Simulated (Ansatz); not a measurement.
Relaxation of C₂H₉FOSi₂ (15 atoms, charge 0, multiplicity 1), to a largest force component of 0.015 eV/Å in at most 40 steps.

The calculation used Ansatz, RKS PBE0-D4/def2-SVP.

```xyz
15
Properties=species:S:1:pos:R:3
O -0.947 -2.114 -0.548
C 0.227 -1.766 0.109
Si 1.087 -0.205 -0.475
C 2.859 -0.312 -0.645
F 3.444 0.843 -0.918
Si 3.271 -1.569 -1.970
H -1.281 -2.923 -0.210
H 0.941 -2.601 -0.024
H 0.008 -1.660 1.220
H 0.731 0.887 0.454
H 0.441 0.207 -1.799
H 3.318 -0.679 0.308
H 4.774 -1.825 -2.085
H 2.659 -2.928 -1.714
H 2.741 -1.131 -3.282
```

**Question.** Where does it end, and by what steps?

**Answer.** The forces met the threshold. After 18 steps the energy has fallen by 0.626 eV; H8 moved furthest, 0.97 Å.

```csv
step,energy less start (eV),largest force component (eV/Å),accepted
0,0.0000,3.580,yes
1,-0.4735,1.277,yes
2,-0.5505,0.262,yes
3,-0.5578,0.058,yes
4,-0.5658,0.199,yes
5,-0.5692,0.644,yes
6,-0.5879,0.405,yes
7,-0.6094,0.089,yes
8,-0.6177,0.059,yes
9,-0.6096,0.611,no
10,-0.6138,0.233,no
11,-0.6199,0.037,yes
12,-0.6225,0.110,yes
13,-0.6235,0.099,yes
14,-0.6243,0.068,yes
15,-0.6254,0.028,yes
16,-0.6256,0.038,yes
17,-0.6258,0.023,yes
18,-0.6259,0.011,yes
```

```xyz
15
Properties=species:S:1:pos:R:3
O -1.197 -1.708 0.082
C 0.190 -1.888 -0.072
Si 0.925 -0.208 -0.559
C 2.825 -0.351 -0.661
F 3.329 0.907 -1.016
Si 3.491 -1.625 -1.902
H -1.596 -2.554 0.309
H 0.439 -2.632 -0.857
H 0.683 -2.243 0.858
H 0.574 0.823 0.461
H 0.407 0.214 -1.893
H 3.218 -0.607 0.343
H 4.981 -1.556 -1.957
H 3.071 -2.990 -1.455
H 2.930 -1.359 -3.259
```

Whether the end is a true minimum wasn't checked by a vibrational analysis.

Run time: 100 s on 2 threads of Arm Neoverse V2, with other jobs on the host, peak memory 0.36 GiB.
